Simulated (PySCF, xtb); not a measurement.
C2H7BO2, SMILES CCB(O)O.

The structure is a stationary point at PBE0-D3(BJ)/def2-SVP. Other conformers were not sampled.

The numbers are results of C-PCM-ωB97X/def2-SVP (PySCF), not measurements.

The values are the electrostatic part of the solvation free energy, E(continuum) − E(gas) at the gas-phase geometry, in a cavity of scaled van der Waals radii (PySCF's table); cavitation and dispersion terms are not included. In vacuum the orbital gap is 14.67 eV. The dipole moment in vacuum is 1.54 D.

```csv
solvent,ε,ΔG(elec) (kcal/mol),dipole (D),gap (eV)
water,78.36,-6.1,2.01,14.88
acetonitrile,35.69,-6.0,2.00,14.87
ethylethanoate,5.99,-5.1,1.92,14.85
```

For comparison, GFN2-xTB/ALPB(water) (xtb, at the GFN2-xTB geometry, all terms of that model) gives -7.7 kcal/mol.
